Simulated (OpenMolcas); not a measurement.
**Multiconfigurational calculation on Mn3+**

Input:

```
&GATEWAY
Coord
1

Mn 0.0 0.0 0.0
Basis=ANO-L-VQZP
Group=XYZ
NoMove
AngMom=0.0 0.0 0.0
AMFI
&SEWARD
* reference wave functions (RASSCF and RASSI steps not shown): 4 electrons in 5 orbitals (3d)
>>> COPY JOB001 $Project.JobIph
&CASPT2
Multistate=5 1 2 3 4 5
Frozen=3 6
IPEA=0.15
Imaginary=0.5
MaxIter=60
WThr=0.0 0.3 0.05
PrWF=0.5
NoMix
>>> COPY JOB002 $Project.JobIph
&CASPT2
Multistate=45 1 2 3 4 5 6 7 8 9 10 11 12 13 14 15 16 17 18 19 20 21 22
23 24 25 26 27 28 29 30 31 32 33 34 35 36 37 38 39 40 41 42 43 44 45
Frozen=3 6
IPEA=0.15
Imaginary=0.5
MaxIter=60
WThr=0.0 0.3 0.05
PrWF=0.5
NoMix
>>> COPY JOB003 $Project.JobIph
&CASPT2
Multistate=50 1 2 3 4 5 6 7 8 9 10 11 12 13 14 15 16 17 18 19 20 21 22
23 24 25 26 27 28 29 30 31 32 33 34 35 36 37 38 39 40 41 42 43 44 45 46
47 48 49 50
Frozen=3 6
IPEA=0.15
Imaginary=0.5
MaxIter=60
WThr=0.0 0.3 0.05
PrWF=0.5
NoMix
```

Launched by
```bash
OMP_NUM_THREADS=1 MOLCAS_MEM=2252 MOLCAS_PROJECT=a pymolcas a.inp > a.log  # once for each step of the input, in one work folder
```

Output, cut to the results:

```
--- CASPT2 ---
Orbital specifications:
      -----------------------

      Symmetry species                           1   2
                                                ag  au
      Frozen orbitals                            3   6
      Inactive orbitals                          0   0
      Active orbitals                            5   0
      Secondary orbitals                        37  33
      Deleted orbitals                           0   0
      Number of basis functions                 45  39
Type of calculation                        MS-CASPT2
      Fock operator                              state-specific
      IPEA shift                                 0.15
      Real shift                                 0.00
      Imaginary shift                            0.50
      The input orbitals will be transformed to quasi-canonical
Reference energy:       -1147.9050091117
      E2 (Non-variational):      -0.0462857609
      Shift correction:          -0.0003673051
      E2 (Variational):          -0.0466530660
      Total energy:           -1147.9516621776
      Residual norm:              0.0000003028
      Reference weight:           0.99319
      Contributions to the CASPT2 correlation energy
      Active & Virtual Only:         -0.0462857609
      One Inactive Excited:           0.0000000000
      Two Inactive Excited:           0.0000000000
Reference energy:       -1147.9050091117
      E2 (Non-variational):      -0.0462857392
      Shift correction:          -0.0003673589
      E2 (Variational):          -0.0466530981
      Total energy:           -1147.9516622097
      Residual norm:              0.0000003018
      Reference weight:           0.99319
      Contributions to the CASPT2 correlation energy
      Active & Virtual Only:         -0.0462857392
      One Inactive Excited:           0.0000000000
      Two Inactive Excited:           0.0000000000
::    CASPT2 Root  1     Total energy:  -1147.95166218
::    CASPT2 Root  2     Total energy:  -1147.95166221
::    CASPT2 Root  3     Total energy:  -1147.95166217
::    CASPT2 Root  4     Total energy:  -1147.95166216
::    CASPT2 Root  5     Total energy:  -1147.95166222
::    MS-CASPT2 Root  1     Total energy:  -1147.95166223
::    MS-CASPT2 Root  2     Total energy:  -1147.95166221
::    MS-CASPT2 Root  3     Total energy:  -1147.95166218
::    MS-CASPT2 Root  4     Total energy:  -1147.95166217
::    MS-CASPT2 Root  5     Total energy:  -1147.95166216
--- CASPT2 ---
Orbital specifications:
      -----------------------

      Symmetry species                           1   2
                                                ag  au
      Frozen orbitals                            3   6
      Inactive orbitals                          0   0
      Active orbitals                            5   0
      Secondary orbitals                        37  33
      Deleted orbitals                           0   0
      Number of basis functions                 45  39
Type of calculation                        MS-CASPT2
      Fock operator                              state-specific
      IPEA shift                                 0.15
      Real shift                                 0.00
      Imaginary shift                            0.50
      The input orbitals will be transformed to quasi-canonical
Reference energy:       -1147.7970848236
      E2 (Non-variational):      -0.0502987391
      Shift correction:          -0.0004728658
      E2 (Variational):          -0.0507716049
      Total energy:           -1147.8478564284
      Residual norm:              0.0000007061
      Reference weight:           0.99218
      Contributions to the CASPT2 correlation energy
      Active & Virtual Only:         -0.0502987391
      One Inactive Excited:           0.0000000000
      Two Inactive Excited:           0.0000000000
Reference energy:       -1147.7970848236
      E2 (Non-variational):      -0.0502449321
      Shift correction:          -0.0004712264
      E2 (Variational):          -0.0507161585
      Total energy:           -1147.8478009821
      Residual norm:              0.0000007059
      Reference weight:           0.99219
      Contributions to the CASPT2 correlation energy
      Active & Virtual Only:         -0.0502449321
      One Inactive Excited:           0.0000000000
      Two Inactive Excited:           0.0000000000
::    CASPT2 Root  1     Total energy:  -1147.84785643
::    CASPT2 Root  2     Total energy:  -1147.84780098
::    CASPT2 Root  3     Total energy:  -1147.84781099
::    CASPT2 Root  4     Total energy:  -1147.84782968
::    CASPT2 Root  5     Total energy:  -1147.84778017
::    CASPT2 Root  6     Total energy:  -1147.84782352
::    CASPT2 Root  7     Total energy:  -1147.84779564
::    CASPT2 Root  8     Total energy:  -1147.84779819
::    CASPT2 Root  9     Total energy:  -1147.84782322
::    CASPT2 Root 10     Total energy:  -1147.84781404
::    CASPT2 Root 11     Total energy:  -1147.84780110
::    CASPT2 Root 12     Total energy:  -1147.84866555
::    CASPT2 Root 13     Total energy:  -1147.84866503
::    CASPT2 Root 14     Total energy:  -1147.84866565
::    CASPT2 Root 15     Total energy:  -1147.84019708
::    CASPT2 Root 16     Total energy:  -1147.84034969
::    CASPT2 Root 17     Total energy:  -1147.84014146
::    CASPT2 Root 18     Total energy:  -1147.84019188
::    CASPT2 Root 19     Total energy:  -1147.84031115
::    CASPT2 Root 20     Total energy:  -1147.84027264
::    CASPT2 Root 21     Total energy:  -1147.84031866
::    CASPT2 Root 22     Total energy:  -1147.82460522
::    CASPT2 Root 23     Total energy:  -1147.82466090
::    CASPT2 Root 24     Total energy:  -1147.82453952
::    CASPT2 Root 25     Total energy:  -1147.82456190
::    CASPT2 Root 26     Total energy:  -1147.82454441
::    CASPT2 Root 27     Total energy:  -1147.82453393
::    CASPT2 Root 28     Total energy:  -1147.82454205
::    CASPT2 Root 29     Total energy:  -1147.82462151
...
```

Levels above the lowest, from the spin-orbit matrix with the multistate effective Hamiltonian, averaged by term, added to it:

```tsv
Configuration	Term	J	E (cm⁻¹)	Measured (cm⁻¹)	Term weight %
3d⁴	⁵D	0	0.0	0.0	100
3d⁴	⁵D	1	103	99.0	100
3d⁴	⁵D	2	304	287	100
3d⁴	⁵D	3	593	552	100
3d⁴	⁵D	4	962	886	100
3d⁴	³P(1)	0	22030	20654	99
3d⁴	³P(1)	1	22650	21279	100
3d⁴	³H	4	23100	21281	99
3d⁴	³H	5	23320	21475	99
3d⁴	³H	6	23570	21679	100
3d⁴	³P(1)	2	23750	22325	100
3d⁴	³F(1)	2	24850	22791	100
3d⁴	³F(1)	3	24940	22862	98
3d⁴	³F(1)	4	25070	22959	97
3d⁴	³G	3	28260	25440	98
3d⁴	³G	4	28530	25671	97
3d⁴	³G	5	28760	25878	99
3d⁴	¹I	6	34980		100
3d⁴	¹G(1)	4	35070		99
3d⁴	³D	3	35630	31385	100
3d⁴	³D	2	35700	31474	99
3d⁴	³D	1	35810	31581	100
3d⁴	¹S(1)	0	39090		99
3d⁴	¹D(1)	2	42340		99
```

Against the 19 measured excited levels shown (Corliss and Sugar, J. Phys. Chem. Ref. Data 6, 1253 (1977)) the mean absolute deviation is 2000 cm-1; the largest miss in energy is 3d⁴ ³D₃: computed 35630, measured 31385 cm⁻¹ (+13.5 %).

CASPT2 breaks the degeneracy within a term, and the mean is taken; among the terms shown or strongly mixed into the levels shown the widest spread is 240 cm-1 (3d⁴ ¹I). Terms from blocks run as CI alone lack orbitals of their own. The CASPT2 spread within a term exceeds the gap to the next term for 3d⁴ ¹I and 3d⁴ ¹G(1), so the order of their levels is uncertain. Computed and measured levels are paired by configuration, term and J; levels that our copy of the source lacks, or whose pairing is in doubt (as where it misses far off the trend of its configuration), stay unpaired and out of the deviations. Only configurations of the active space appear. The table shows the lowest 24 of 34 levels.

The term weight is that of the spin-free term in the level, not the purity of its configuration. A number in round brackets counts repeated terms of one configuration in the order of the reference energies.
